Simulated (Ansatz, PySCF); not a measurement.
Caution: the highest occupied level lies above zero, so the state may not be bound. This triplet is an excited state, 0.85 eV above the relaxed singlet at the level B3LYP/aug-cc-pVTZ // PBE0-D3(BJ)/def2-TZVPD (Ansatz, a program for electronic structure).

Cartesian coordinates (Å):
```xyz
6

N      2.5663    -0.4925    -0.1804
C      1.4846    -0.0438    -0.0314
B      0.1696     0.6006     0.2092
N     -1.2162     0.2661    -0.1563
H     -1.4177     0.2538    -1.1505
H     -1.5866    -0.5842     0.2547
```
Charge -1, spin multiplicity 3.

Task: Estimate the highest occupied spin orbital and total energy that PBE0-D3(BJ)/def2-TZVPD run with PySCF returns for this input.

Result: 
The highest occupied spin orbital is 0.77 eV and the total energy is -173.4896 Ha.
